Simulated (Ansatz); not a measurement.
Reaction (ligand exchange at a W–O bond): `[O]=[W]([OH])([OH])([OH])[F]` + H–F → `[O]=[W]([OH])([OH])([F])[F]` + H₂O

Calculated with Ansatz (gas phase, PBE0-D4/def2-TZVP geometries, no zero-point term in ΔE). CCSD(T)/CBS is the MP2 limit (def2-TZVPP, def2-QZVPP) plus CCSD(T) − MP2 in def2-TZVPP, frozen cores. This one scheme is used for every species. Functionals use def2-TZVPP. HSE06 is defined as in plane-wave codes. Elements past krypton have def2 core potentials. For W outer-core shells are correlated without core-valence functions, which leaves a few kJ/mol of doubt a bond. One conformer a species, not always the lowest.

| level | ΔE (kcal/mol) | difference from CCSD(T)/CBS |
| --- | --- | --- |
| LDA (SPW92) | -5.7 | -0.8 |
| PBE0-D4 | -6.2 | -1.3 |
| r2SCANh-D4 | -7.0 | -2.1 |
| BHLYP-D4 | -6.1 | -1.2 |
| PBE | -7.5 | -2.6 |
| r2SCAN | -7.6 | -2.7 |
| r2SCANh | -7.2 | -2.3 |
| HSE06 | -6.6 | -1.7 |
| CCSD/def2-SVP | -5.9 | -1.0 |
| SCS-MP2/def2-TZVPP | -5.3 | -0.4 |
| CCSD/def2-TZVPP | -5.2 | -0.3 |
| CCSD(T)/def2-TZVPP | -5.0 | -0.1 |
| HF/def2-QZVPP | -7.5 | -2.6 |
| MP2/def2-QZVPP | -4.6 | 0.3 |
| SCS-MP2/def2-QZVPP | -5.3 | -0.4 |
| MP2/CBS(def2) | -4.4 | 0.5 |
| CCSD(T)/CBS | -4.9 | 0 |

(1) What do rigid-rotor, harmonic-oscillator terms from PBE0-D4/def2-TZVP frequencies (298.15 K, 1 bar) make of the CCSD(T)/CBS value? (Estimate.)

Largest T1 diagnostic among the species: 0.021, so the coupled-cluster value is less sure than usual.

## Answers

(1) Computed: ΔZPE = +0.5 kcal/mol, ΔH = -4.4 kcal/mol, ΔS = 9 J/(mol·K), ΔG = -5.1 kcal/mol.

From BLYP to BHLYP (50 % exact exchange), in def2-TZVPP and without D4, ΔE moves by +1.5 kcal/mol. At CCSD(T), def2-SVP lies −1.0 kcal/mol from the extrapolated value and def2-TZVPP −0.1 kcal/mol. In def2-TZVPP, CCSD(T) changes the Hartree–Fock value by +2.1 kcal/mol (the triples alone add +0.2 kcal/mol) and MP2 by +2.6 kcal/mol.

CCSD(T)/CBS has its own doubt, a few kJ/mol and more with outer-core shells, so smaller differences from it don't rank the levels.
